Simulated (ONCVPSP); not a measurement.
## Building the ONCV potential for sulfur (PBE, scalar-relativistic).

```json
{"Element": "sulfur", "Generator": "ONCVPSP 4.0.1", "Type": "optimised norm-conserving Vanderbilt (ONCV)", "Functional": "PBE", "Relativity": "scalar-relativistic", "Frozen core": "[Ne]", "Valence charge": "6", "Reference configuration": "3s2 3p3 (charge +1)", "Partial waves": "3s: rc 1.35 bohr, ncon 3, nbas 6, qcut 5.2 1/bohr, 1 projector; 3p: rc 1.20 bohr, ncon 5, nbas 10, qcut 5.5 1/bohr, local", "Local potential": "the p channel", "Core correction": "Teter function, fcfact 2.75, rcfact 1.15"}
```

Q: Estimate the cutoffs (Ha) at which the residual kinetic energy of the hardest occupied pseudo-wave falls to 1 and 0.1 mHa per electron.

A: 128 Ha and 226 Ha.

Q: Does the potential have ghost states?

A: No bound ghost flagged; no localised positive-energy state flagged.

Q: Which valence shell sets the plane-wave cutoff?

A: 3p: 128 Ha for 1 mHa per electron, against 13 Ha for 3s.

Q: Tests: 3s2 3p4; 3s2 3p2; 3s2 3p1; 3s2 3p0. Which has the largest error in its energy relative to the reference configuration, and how large is it?

A: 3s2 3p0, with +94 meV (all-electron minus pseudo) on +103.12 eV.
